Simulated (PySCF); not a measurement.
A structure optimised at PBE-D3(BJ)/def2-TZVP, used in a PySCF frequency run:

```
Mg
N 1 1.9052
H 2 1.0180 1 126.57
H 2 1.0180 3 106.87 1 179.87
C 1 2.0911 4 162.00 2 -179.82
H 5 1.1010 1 111.71 4 -78.19
H 5 1.1012 6 107.35 1 -122.64
H 5 1.1013 6 107.27 7 -114.89
```

Task: Write its SMILES and formula.

Result: [CH3][Mg][NH2], CH₅MgN

Task: What are its rotational constants (standard atomic weights)?

Result: 111.87, 3.7025, 3.6664 GHz
